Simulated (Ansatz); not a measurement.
Ba₂Te₃, relaxed as a singlet with RKS PBE0-D4/def2-SVP in Ansatz, starting from the GFN1-xTB geometry. Force threshold 0.02 eV/Å.

In the def2 sets Ba, Te take a core potential; there is no spin–orbit coupling. The structure comes from a short search, and lower isomers may exist.

Start:

```xyz
5

Ba   -1.0493    0.7384   -1.3518
Ba    1.0484   -0.7400    1.3527
Te   -1.7973   -1.8081    0.4044
Te   -0.0982    2.2294    1.2959
Te    1.8964   -0.4197   -1.7011
```

```
step  energy (eV)  largest force component (eV/Å)  SCF passes
   1  -23272.2927                           0.909          17
   2  -23272.5489                           0.155          31
   3  -23272.5711                           0.063          26
   4  -23272.5734                           0.008          29
   5  -23272.5735                           0.013          29
   6  -23272.5741                           0.028          30
   7  -23272.5765                           0.059          31
   8  -23272.5863                           0.119          33
   9  -23272.6272                           0.244          32
  10  -23272.8039                           0.513          30
  11  -23273.0101                           0.818          35
  12  -23273.2887                           1.070          34
  13  -23273.4058                           1.190          29
  14  -23274.0044                           0.946          25
  15  -23274.1567                           0.901          24
  16  -23274.2281                           0.076          25
  17  -23274.2299                           0.012          25
```

Force components are those of the run's own axes.

End:

```tsv
atom	x (Å)	y (Å)	z (Å)
Ba1	-1.466	0.533	-1.446
Ba2	0.880	-1.121	1.579
Te3	-1.942	-1.942	0.445
Te4	0.645	2.098	0.647
Te5	1.883	0.432	-1.225
```

Bonds formed: Te4–Te5 (atoms count from 1). The end is the same structure that another start reached, the lowest one found.

The force fell under the threshold at step 4, but the optimiser went on and released 1.657 eV more. No frequencies were taken in this run, so the end may be a saddle point.

It took 47 s on 4 threads of Intel Xeon 6975P-C on a shared host.
